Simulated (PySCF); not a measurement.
TeF3, SMILES F[Te](F)F, multiplicity 2.

Coordinates come from a B3LYP-D3(BJ)/def2-SVP optimisation. The spin state was assumed, not searched. The isomer is the one that the SMILES or the coordinates give; other isomers of the formula were not compared. The def2 effective core potentials stand for the cores of Te; spin–orbit coupling is left out.

Two levels are set side by side: PBE/def2-TZVPD (PySCF) and r2SCAN/def2-TZVPD (PySCF). Same geometry, gas phase. Differences are taken from unrounded values.

```
quantity                     r2SCAN
---------------------------  ------
α-spin orbital gap (eV)        3.58
β-spin orbital gap (eV)        3.38
dipole moment (D)              2.33
mean polarisability (bohr³)    41.1
```

**Question.** What does PBE give, and how far is it from r2SCAN? (An estimate is asked for; the answer gives what the named calculation found.)

**Answer.** 
| quantity | PBE | PBE minus r2SCAN |
|---|---|---|
| α-spin orbital gap (eV) | 3.03 | -0.55 |
| β-spin orbital gap (eV) | 2.95 | -0.43 |
| dipole moment (D) | 2.28 | -0.05 |
| mean polarisability (bohr³) | 43.1 | 2.0 |

Rough cost on one machine, each run with all the roots and properties that it gave: r2SCAN against PBE about 2 times.
